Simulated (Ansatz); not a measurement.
C$_{8}$H$_{16}$FNOSiTi, SMILES `C[O][Ti]1234([F])([N](C)C)[C@@H]5[C@H]1[C@H]2[C@@]3([SiH3])[C@@H]54` at its PBE0-D4/def2-TZVP geometry, where that method's forces vanish. The species carries charge 0 and has multiplicity 1.

```json
{"atom": "C1", "x (Å)": "3.220", "y (Å)": "-0.264", "z (Å)": "1.030"}
{"atom": "O2", "x (Å)": "1.960", "y (Å)": "0.294", "z (Å)": "1.274"}
{"atom": "Ti3", "x (Å)": "0.586", "y (Å)": "0.459", "z (Å)": "0.096"}
{"atom": "F4", "x (Å)": "1.198", "y (Å)": "1.232", "z (Å)": "-1.400"}
{"atom": "N5", "x (Å)": "0.416", "y (Å)": "-1.333", "z (Å)": "-0.470"}
{"atom": "C6", "x (Å)": "0.342", "y (Å)": "-2.442", "z (Å)": "0.443"}
{"atom": "C7", "x (Å)": "-0.058", "y (Å)": "-1.658", "z (Å)": "-1.793"}
{"atom": "C8", "x (Å)": "-0.311", "y (Å)": "2.067", "z (Å)": "1.679"}
{"atom": "C9", "x (Å)": "-0.862", "y (Å)": "0.798", "z (Å)": "1.970"}
{"atom": "C10", "x (Å)": "-1.651", "y (Å)": "0.407", "z (Å)": "0.874"}
{"atom": "C11", "x (Å)": "-1.588", "y (Å)": "1.423", "z (Å)": "-0.120"}
{"atom": "Si12", "x (Å)": "-2.479", "y (Å)": "1.421", "z (Å)": "-1.749"}
{"atom": "C13", "x (Å)": "-0.756", "y (Å)": "2.449", "z (Å)": "0.405"}
{"atom": "H14", "x (Å)": "3.144", "y (Å)": "-1.185", "z (Å)": "0.439"}
{"atom": "H15", "x (Å)": "3.858", "y (Å)": "0.438", "z (Å)": "0.482"}
{"atom": "H16", "x (Å)": "3.705", "y (Å)": "-0.497", "z (Å)": "1.984"}
{"atom": "H17", "x (Å)": "-0.695", "y (Å)": "-2.781", "z (Å)": "0.597"}
{"atom": "H18", "x (Å)": "0.757", "y (Å)": "-2.169", "z (Å)": "1.415"}
{"atom": "H19", "x (Å)": "0.910", "y (Å)": "-3.301", "z (Å)": "0.060"}
{"atom": "H20", "x (Å)": "-1.115", "y (Å)": "-1.965", "z (Å)": "-1.788"}
{"atom": "H21", "x (Å)": "0.524", "y (Å)": "-2.487", "z (Å)": "-2.217"}
{"atom": "H22", "x (Å)": "0.047", "y (Å)": "-0.802", "z (Å)": "-2.462"}
{"atom": "H23", "x (Å)": "0.383", "y (Å)": "2.610", "z (Å)": "2.302"}
{"atom": "H24", "x (Å)": "-0.670", "y (Å)": "0.216", "z (Å)": "2.859"}
{"atom": "H25", "x (Å)": "-2.199", "y (Å)": "-0.520", "z (Å)": "0.787"}
{"atom": "H26", "x (Å)": "-1.572", "y (Å)": "1.804", "z (Å)": "-2.861"}
{"atom": "H27", "x (Å)": "-3.616", "y (Å)": "2.380", "z (Å)": "-1.719"}
{"atom": "H28", "x (Å)": "-3.018", "y (Å)": "0.057", "z (Å)": "-1.995"}
{"atom": "H29", "x (Å)": "-0.462", "y (Å)": "3.346", "z (Å)": "-0.121"}
```

For each bond, give half the difference of the two atoms' forces along it (eV/Å; positive pushes the atoms apart) under PBE-D4, r2SCAN-D4, B3LYP-D4, ωB97M-V in def2-TZVPP. (Estimate.)

The calculation gave: 
| bond | length (Å) | PBE-D4 | r2SCAN-D4 | B3LYP-D4 | ωB97M-V |
| --- | --- | --- | --- | --- | --- |
| C1–H15 | 1.096 | 0.09 | -0.05 | -0.09 | -0.13 |
| C1–H16 | 1.095 | 0.08 | -0.05 | -0.11 | -0.13 |
| Ti3–C10 | 2.369 | -0.03 | 0.03 | 0.10 | -0.02 |
| Ti3–C11 | 2.388 | -0.02 | 0.01 | 0.08 | -0.05 |
| C6–H18 | 1.092 | 0.09 | -0.04 | -0.11 | -0.08 |
| C7–H20 | 1.100 | 0.11 | -0.03 | -0.07 | -0.11 |
| C7–H22 | 1.092 | 0.08 | -0.05 | -0.12 | -0.08 |
| C8–C9 | 1.413 | 0.15 | 0.12 | 0.15 | 0.10 |
| C9–C10 | 1.406 | 0.20 | 0.13 | 0.14 | 0.07 |
| C9–H24 | 1.080 | -0.03 | -0.11 | -0.17 | -0.11 |
| C10–H25 | 1.081 | -0.04 | -0.12 | -0.17 | -0.09 |
| C11–Si12 | 1.857 | -0.20 | -0.14 | -0.03 | 0.07 |
| Si12–H27 | 1.488 | 0.09 | -0.01 | -0.07 | -0.14 |
| Si12–H28 | 1.487 | 0.08 | -0.02 | -0.07 | -0.10 |

B3LYP here is the variant with VWN-RPA as its local correlation; programs differ in this.

Results of the Gaussian-basis code of Ansatz.
